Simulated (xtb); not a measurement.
B(F)(Me)(Et) (C3H8BF), SMILES CCB(C)F. All values are semi-empirical tight-binding results from xtb (GFN2-xTB unless named), good for trends rather than for accurate numbers. Coordinates come from a GFN2-xTB optimisation. One conformer was computed; it need not be the lowest.

```
Property                                       Result
--------------------------------------  -------------
orbital gap                                   4.95 eV
dipole moment                                  1.52 D
zero-point energy                       67.2 kcal/mol
G − E(el) at 298.15 K (modified RRHO)   47.8 kcal/mol
static polarisability (D4 model)           51.6 bohr³
solvation energy, GFN2-xTB/ALPB(water)  -1.4 kcal/mol
solvation energy, GFN2-xTB/ALPB(chcl3)  -4.4 kcal/mol
```

Problem. Give the IR lines (harmonic; lines under 4 % of the strongest left out, lines within 3 cm⁻¹ merged). (The exact figures need the calculation; the answer reports its results.)

Solution. ν (cm⁻¹): 838 (m), 985 (w), 1014 (w), 1065 (w), 1127 (s), 1273 (vs), 1313 (w), 1380 (w), 2942 (w), 2967 (w), 3013 (w), 3023 (w), 3028 (w), 3038 (w), 3044 (w), 3062 (w) (against the strongest line: vs over 80 %, s over 45 %, m over 15 %, w over 4 %, vw less)
